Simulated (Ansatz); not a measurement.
Program: Ansatz. Geometries: PBE0-D4/def2-TZVP. ΔE: electronic, gas phase. CCSD(T)/CBS is the MP2 limit (def2-TZVPP, def2-QZVPP) plus CCSD(T) − MP2 in def2-TZVPP, frozen cores. def2 core potentials past Kr. For In outer-core shells are correlated without core-valence functions, which leaves a few kJ/mol of doubt a bond. One conformer a species, not always the lowest.

Consider the formal exchange of groups at a C–N bond: `CN(C)[SiH](N)F` + `[NH2][InH][Cl]` → `[CH3][In]([NH2])[Cl]` + `CN[SiH](N)F`.

`CN(C)[SiH](N)F`:

Z-matrix (Å, degrees):
```
C
N 1 1.443
H 1 1.098 2 110.8
H 1 1.092 2 110.5 3 -119.6
H 1 1.099 2 111.9 3 120.1
C 2 1.444 1 113.6 3 -59.7
Si 2 1.697 1 122.2 3 132.2
H 6 1.091 2 110.2 1 179.5
H 6 1.098 2 111.7 1 -60.1
H 6 1.098 2 110.8 1 59.8
N 7 1.701 2 109.3 1 -151.9
F 7 1.606 2 115.7 1 92.5
H 7 1.482 2 105.9 1 -23.1
H 11 1.006 7 120.7 2 -151.9
H 11 1.005 7 121.9 2 55.1
```

`[NH2][InH][Cl]`:

Cartesian coordinates in Å:
```
N 0.321 -0.267 1.081
In -0.055 0.441 -0.746
Cl -0.725 -1.321 -2.131
H 0.352 0.340 1.885
H -0.039 -1.176 1.328
H 0.145 1.983 -1.416
```

`[CH3][In]([NH2])[Cl]`:

```xyz
9

C    -1.204   -1.268    0.153
In    0.195    0.320    0.362
N     1.282    1.375   -0.950
Cl    0.485    1.264    2.497
H    -1.594   -1.526    1.136
H    -2.022   -0.952   -0.494
H    -0.721   -2.139   -0.291
H     2.020    1.956   -0.581
H     1.559    0.971   -1.831
```

`CN[SiH](N)F`:

```xyz
12

C    -1.907    0.304   -0.111
N    -0.489    0.576   -0.019
Si    0.753   -0.556   -0.216
N     2.145    0.052    0.547
F     1.239   -0.826   -1.722
H    -2.463    0.806    0.686
H    -2.079   -0.769    0.000
H    -2.337    0.608   -1.072
H    -0.251    1.554   -0.074
H     0.196   -1.858    0.225
H     3.061   -0.230    0.244
H     2.133    0.339    1.511
```

| species | MP2/def2-QZVPP energy (Eh) |
| --- | --- |
| `CN(C)[SiH](N)F` | -579.76977 |
| `[NH2][InH][Cl]` | -705.93632 |
| `[CH3][In]([NH2])[Cl]` | -745.18586 |
| `CN[SiH](N)F` | -540.54511 |

(1) Work out ΔE.

Largest T1 diagnostic among the species: 0.014.

Results:

(1) ΔE = (-745.18586) + (-540.54511) − (-579.76977) − (-705.93632) = -0.02488 Eh = -65.3 kJ/mol. CCSD(T)/CBS gives -60.9 kJ/mol.

The D4 term adds +6.1 kJ/mol with B3LYP and +3.3 kJ/mol with PBE0; it sums over pairs of atoms, weighted by their polarisabilities, and B3LYP, whose exchange is more repulsive, gets the larger term. In def2-TZVPP, CCSD(T) changes the Hartree–Fock value by −4.3 kJ/mol (the triples alone add −0.1 kJ/mol) and MP2 by −10.3 kJ/mol.

B3LYP here is the variant with VWN-RPA as its local correlation; programs differ in this.
